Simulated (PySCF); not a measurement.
H3AlClNO, singlet, at a GFN2-xTB geometry (such geometries of metal compounds can be far from the true shape); PySCF with CASSCF(2,2)/6-31G*.

PySCF was given this input:
```python
from pyscf import gto, scf, mcscf
import numpy

mol = gto.Mole()
mol.atom = '''
    Al   -0.34462066    0.02959556    0.15329159
    Cl    1.53689998   -0.19268690   -0.57272503
    O    -0.72119710   -0.63993757    1.60321727
    H    -1.01027824   -0.99652523    2.42869989
    N    -1.56324179    0.93534507   -0.76836440
    H    -2.51407286    1.08500444   -0.46967428
    H    -1.41061063    1.37454080   -1.66267814
'''
mol.basis = '6-31g*'
mol.verbose = 4
mol.build()

mf = scf.RHF(mol)
mf.kernel()
mc = mcscf.CASSCF(mf, 2, 2)
mc.fix_spin_(ss=0.0)
mc.kernel()
occ = numpy.linalg.eigvalsh(mc.fcisolver.make_rdm1(mc.ci, mc.ncas, mc.nelecas))[::-1]
ss = mc.fcisolver.spin_square(mc.ci, mc.ncas, mc.nelecas)[0]
print('natural occupations', occ.round(4), ' <S^2>', round(ss, 4))
```

Output, abridged:

```
PySCF version 2.14.0

[INPUT] verbose = 4
[INPUT] num. atoms = 7
[INPUT] num. electrons = 48
[INPUT] charge = 0
[INPUT] spin (= nelec alpha-beta = 2S) = 0
[INPUT] symmetry False subgroup None
[INPUT] Mole.unit = angstrom
[INPUT] Symbol           X                Y                Z      unit          X                Y                Z       unit  Magmom
[INPUT]  1 Al    -0.344620660000   0.029595560000   0.153291590000 AA   -0.651238664267   0.055927502903   0.289679122299 Bohr   0.0
[INPUT]  2 Cl     1.536899980000  -0.192686900000  -0.572725030000 AA    2.904320043050  -0.364125468791  -1.082293451383 Bohr   0.0
[INPUT]  3 O     -0.721197100000  -0.639937570000   1.603217270000 AA   -1.362865000831  -1.209306744120   3.029641558473 Bohr   0.0
[INPUT]  4 H     -1.010278240000  -0.996525230000   2.428699890000 AA   -1.909149183208  -1.883159760919   4.589577630861 Bohr   0.0
[INPUT]  5 N     -1.563241790000   0.935345070000  -0.768364400000 AA   -2.954098849575   1.767546014262  -1.451998279866 Bohr   0.0
[INPUT]  6 H     -2.514072860000   1.085004440000  -0.469674280000 AA   -4.750909162602   2.050361235537  -0.887555756952 Bohr   0.0
[INPUT]  7 H     -1.410610630000   1.374540800000  -1.662678140000 AA   -2.665667759100   2.597505659041  -3.142006317901 Bohr   0.0

nuclear repulsion = 200.917971793034
number of shells = 34
number of NR pGTOs = 168
number of NR cGTOs = 70
basis = 6-31g*
ecp = {}

******** <class 'pyscf.scf.hf.RHF'> ********
method = RHF
initial guess = minao
damping factor = 0
level_shift factor = 0
DIIS = <class 'pyscf.scf.diis.CDIIS'>
diis_start_cycle = 1
diis_space = 8
diis_damp = 0
SCF conv_tol = 1e-09
SCF conv_tol_grad = None
SCF max_cycles = 50
direct_scf = True
direct_scf_tol = 1e-13
Set gradient conv threshold to 3.16228e-05
Initial guess from minao.
init E= -832.78264446032
  HOMO = -0.307677528316206  LUMO = -0.011042096549748  gap/eV = 8.07186
cycle= 1 E= -832.5224101116  delta_E= 0.26  |g|= 0.57  |ddm|= 2.31
  HOMO = -0.380170206410853  LUMO = 0.112529394505143  gap/eV = 13.40704
cycle= 2 E= -832.578296592806  delta_E= -0.0559  |g|= 0.313  |ddm|= 0.614
  HOMO = -0.402115575697283  LUMO = 0.10809728223587  gap/eV = 13.88360
cycle= 3 E= -832.597001604872  delta_E= -0.0187  |g|= 0.0441  |ddm|= 0.206
  HOMO = -0.397746148002347  LUMO = 0.110658537559907  gap/eV = 13.83440
cycle= 4 E= -832.597670483934  delta_E= -0.000669  |g|= 0.00945  |ddm|= 0.0567
  HOMO = -0.395836058593273  LUMO = 0.110512091741819  gap/eV = 13.77843
cycle= 5 E= -832.597706797813  delta_E= -3.63e-05  |g|= 0.00285  |ddm|= 0.0146
  HOMO = -0.39649566657741  LUMO = 0.110405383751838  gap/eV = 13.79348
cycle= 6 E= -832.597710143407  delta_E= -3.35e-06  |g|= 0.000929  |ddm|= 0.00361
  HOMO = -0.396171320897828  LUMO = 0.110391889838119  gap/eV = 13.78429
cycle= 7 E= -832.597710619043  delta_E= -4.76e-07  |g|= 0.000302  |ddm|= 0.00143
  HOMO = -0.396202184290941  LUMO = 0.110372060128062  gap/eV = 13.78459
cycle= 8 E= -832.597710672324  delta_E= -5.33e-08  |g|= 7.41e-05  |ddm|= 0.000535
  HOMO = -0.396177218786679  LUMO = 0.110378208874819  gap/eV = 13.78408
cycle= 9 E= -832.597710676796  delta_E= -4.47e-09  |g|= 1.49e-05  |ddm|= 0.000189
  HOMO = -0.396175241502414  LUMO = 0.11037783189994  gap/eV = 13.78401
cycle= 10 E= -832.597710676967  delta_E= -1.71e-10  |g|= 3.45e-06  |ddm|= 3.62e-05
  HOMO = -0.39617510527856  LUMO = 0.110377985765242  gap/eV = 13.78401
Extra cycle  E= -832.597710676971  delta_E= -4.32e-12  |g|= 1.41e-06  |ddm|= 5.45e-06
converged SCF energy = -832.597710676971

******** <class 'pyscf.mcscf.mc1step.CASSCF'> ********
CAS (1e+1e, 2o), ncore = 23, nvir = 45
max_cycle_macro = 50
max_cycle_micro = 4
conv_tol = 1e-07
conv_tol_grad = None
orbital rotation max_stepsize = 0.02
orbital rotation threshold for CI restart = 0.01
augmented hessian ah_max_cycle = 30
augmented hessian ah_conv_tol = 1e-12
augmented hessian ah_linear dependence = 1e-14
augmented hessian ah_level shift = 1e-08
augmented hessian ah_start_tol = 2.5
augmented hessian ah_start_cycle = 3
augmented hessian ah_grad_trust_region = 3
kf_trust_region = 3
kf_interval = 4
ci_response_space = 4
ci_grad_trust_region = 3
with_dep4 0
natorb = False
canonicalization = True
sorting_mo_energy = False
ao2mo_level = 2
internal_rotation = False
******** <class 'pyscf.fci.addons.SpinPenaltyFCISolver'> ********
max. cycles = 50
conv_tol = 1e-08
davidson only = True
linear dependence = 1e-12
level shift = 0.001
max iter space = 12
nroots = 1
pspace_size = 400
spin = None
CASCI E = -832.597758160567  S^2 = 0.0000000
Set conv_tol_grad to 0.000316228
macro iter   1 ( 21 JK    4 micro), CASSCF E = -832.599122483350  dE = -1.36432278e-03  S^2 = 0.0000000
               |grad[o]|=0.000304  |grad[c]|=0.00939  |ddm|=0.00164  |maxRot[o]|=0.253
macro iter   2 ( 21 JK    4 micro), CASSCF E = -832.602875044126  dE = -3.75256078e-03  S^2 = 0.0000000
               |grad[o]|=0.0041  |grad[c]|=0.00645  |ddm|=0.00244  |maxRot[o]|=0.289
macro iter   3 ( 16 JK    4 micro), CASSCF E = -832.603207084322  dE = -3.32040195e-04  S^2 = 0.0000000
               |grad[o]|=0.00261  |grad[c]|=0.000667  |ddm|=0.000577  |maxRot[o]|= 0.11
macro iter   4 (  6 JK    1 micro), CASSCF E = -832.603208198744  dE = -1.11442262e-06  S^2 = 0.0000000
               |grad[o]|=0.000141  |grad[c]|=2.96e-05  |ddm|=7.05e-07  |maxRot[o]|=0.00711
macro iter   5 (  1 JK    1 micro), CASSCF E = -832.603208198744  dE =  0.00000000e+00  S^2 = 0.0000000
               |grad[o]|=2.62e-05  |grad[c]|=7.74e-08  |ddm|=    0  |maxRot[o]|=    0
1-step CASSCF converged in   5 macro ( 65 JK  14 micro) steps
CASSCF canonicalization
Density matrix diagonal elements [1.99566896 0.00433104]
CASSCF energy = -832.603208198744
CASCI E = -832.603208198744  E(CI) = -1.38602103941332  S^2 = 0.0000000
natural occupations [1.9957 0.0043]  <S^2> 0.0
```
